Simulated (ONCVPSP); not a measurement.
# Potentials for selenium (Se) compared

Generated with ld1.x 7.5 (TM, RRKJ, ultrasoft, PAW), atompaw 4.2 or ONCVPSP 4.0.1. The cutoff is in Ry: for ld1.x and atompaw files where the sum of valence levels is converged to 10 mRy in a Bessel basis, for ONCV files where the hardest occupied wave has 1 mHa per electron of residual kinetic energy. The error is the largest all-electron minus pseudo excitation energy over each file’s own four to seven test configurations (ionisations up to +4, promotions, holes and added fractions of an electron), all of which were solved. The labels leave out finer settings (local radius, basis sizes, second energies), which also bear on the numbers. Spin-polarised tests are not counted. The rows are a selection from randomly drawn settings: files with unsolved tests, undetermined cutoffs or missed reference levels are left out.

A true bound ghost makes a file unfit for plane-wave use even where its test errors are small: the radial tests pick states by their node count and pass the ghost by.

| potential | cutoff (Ry) | largest error (meV) | bound ghosts |
| --- | --- | --- | --- |
| ONCV, LDA (Perdew-Zunger), scalar-relativistic, rc 1.20/1.30 (sp), local smoothed, core correction no, reference 4s2 4p4, qcut 4.5/4.9, projectors 2/3 | 144 | +47 | s, p |
| ONCV, PBEsol, fully relativistic, rc 1.60/1.75 (sp), local smoothed, core correction yes, reference 4s2 4p3.5, qcut 4.4/5.1, projectors 2/2 | 32 | -27 | none |

Task: Fill in the row for Se: ONCV, PBE, scalar-relativistic, rc 1.10/0.90/0.90 (spd), local d, core correction no, reference 3s2 3p6 3d10 4s2 4p3, qcut 13.3/17.3/17, projectors 2/2/0.

Result: cutoff 261 Ry, largest error -493 meV, bound ghosts: none.

Task: Fill in the row for Se: ONCV, PBEsol, scalar-relativistic, rc 1.50/1.55/1.65 (spd), local smoothed, core correction yes, reference 4s2 4p4, qcut 3.7/5.7/6.7, projectors 1/2/2.

Result: cutoff 88 Ry, largest error -47 meV, bound ghosts: d.

Task: Fill in the row for Se: ONCV, PBE, scalar-relativistic, rc 1.25/1.25 (sp), local p, core correction no, reference 4s2 4p4, qcut 4.7/6, projectors 2/0.

Result: cutoff 201 Ry, largest error -53 meV, bound ghosts: none.
